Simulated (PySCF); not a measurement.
C3H5ClN2Si.
Bonds: Si1–N2, N2–C3 (aromatic), C3–N4 (aromatic), N4–C5 (aromatic), C5–C6 (aromatic), C6–Cl7, N2–C6 (aromatic). Hydrogens: H8, H9, H10 on Si1; H11 on C3; H12 on C5.

Theory: PBE0-D3(BJ)/def2-SVP geometry optimisation, gas phase in PySCF.

(1) What internal coordinates does the optimisation give?

Results:

(1) 
| bond | length (Å) |
| --- | --- |
| Si1–N2 | 1.786 |
| N2–C3 | 1.376 |
| C3–N4 | 1.305 |
| N4–C5 | 1.368 |
| C5–C6 | 1.371 |
| C6–Cl7 | 1.710 |
| N2–C6 | 1.379 |
| Si1–H8, Si1–H9, Si1–H10 | 1.487 |
| C3–H11 | 1.091 |
| C5–H12 | 1.088 |

Bonds in one row agree within 0.01 Å and their mean is given. A selection of angles:
| angle | degrees |
| --- | --- |
| N2–Si1–H8 | 109.7 |
| N2–Si1–H9 | 104.1 |
| H8–Si1–H9 | 111.2 |
| Si1–N2–C3 | 128.2 |
| Si1–N2–C6 | 127.3 |
| C3–N2–C6 | 104.5 |
| N2–C3–N4 | 112.8 |
| N2–C3–H11 | 121.5 |
| N4–C3–H11 | 125.7 |
| C3–N4–C5 | 106.0 |
| N4–C5–C6 | 109.2 |
| N4–C5–H12 | 123.0 |
| C6–C5–H12 | 127.8 |
| C5–C6–Cl7 | 131.8 |
| N2–C6–C5 | 107.5 |
| N2–C6–Cl7 | 120.7 |

The 5-membered ring N2–C3–N4–C5–C6 has internal angles of 104.5° to 112.8°; it is planar, 0.00 Å rms from its mean plane, widest ring torsion 0°. N2 (pyrrole-type nitrogen) is planar (angles 128.2°, 127.3° and 104.5°, sum 360.0°, 0.00 Å off the plane of its three neighbours). The 7 heavy atoms lie in one plane (0.003 Å rms). N4 (pyridine-type nitrogen) is bent (angle 106.0°). The C–N distances run from 1.305 Å (C3–N4, aromatic) to 1.379 Å (N2–C6, aromatic), a spread of 0.074 Å. Si1 (SiH3 silicon) is distorted tetrahedral (angles from 104.1° to 111.2°).

Point group: Cs (tolerance 0.08 Å). Stationary, but not proved a minimum.

The run took 58 s on one thread, Arm Neoverse V2 (aarch64), shared host with 32 logical CPUs at a one-minute load of 16, and the process peaked at 0.52 GiB of memory. This is the geometry optimisation.
